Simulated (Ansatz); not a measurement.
A run for Ansatz (a first-principles code): U-wB97X-V/def2-TZVPP on BiClH2 (SMILES [Cl][BiH2]), a point of a bond scan (R = 1.802 Å). Elements past Kr take the def2 small-core potentials; no spin–orbit coupling.

Ansatz 0.2 input:
```yaml
crystal:
  periodic: [false, false, false]
  atoms:
    - {symbol: Bi, position_ang: [-0.26735610, -0.21428136, 0.22757395]}
    - {symbol: H, position_ang: [-1.65689705, 0.35548230, -0.76888040]}
    - {symbol: H, position_ang: [-0.10663524, -1.65617136, -0.84177071]}
    - {symbol: Cl, position_ang: [1.40906403, 1.12270836, -1.01635216]}
basis:
  gaussian:
    orbitals: def2-TZVPP
hamiltonian:
  xc: {name: wB97X-V}
magnetization: {spin_polarized: true, initial_magnetization: 0}
```

It printed:

```
WARN ansatz: RAYON_NUM_THREADS=1 ignored (pool sized by the plan → 1); use --threads N
Functional definition: wB97X-V
integrals: 0.06 GiB planned
822 factors; their error is unknown
integrals: 0.09 GiB planned
178 factors; integrals over basis functions are off by at most 5.6e-5 eV
mean field: 0.72 GiB planned
mean field evaluation 1: about -18393.1756 eV, gradient 1.1e1 eV
mean field evaluation 2: about -18393.5982 eV, gradient 9.7e0 eV
mean field evaluation 4: about -18393.9821 eV, gradient 3.1e-1 eV
mean field evaluation 8: about -18394.0494 eV, gradient 1.3e-1 eV
mean field evaluation 16: about -18394.0494 eV, gradient 1.0e-4 eV
mean field -18394.04940687 eV, -675.9688477680 hartree, gradient 3.3e-5 eV, S^2 0.000000; 0 other end points of the search recorded, 0 dependent functions left out
reference -18394.04940509 eV, -675.9688477026 hartree; 21, 21 occupied and 99, 99 virtual orbitals, 822 factors
Total energy: -18394.04940509 eV, -675.9688477026 hartree
```

The calculation finished and met its thresholds.

Cost: around 10 core-seconds (rough).
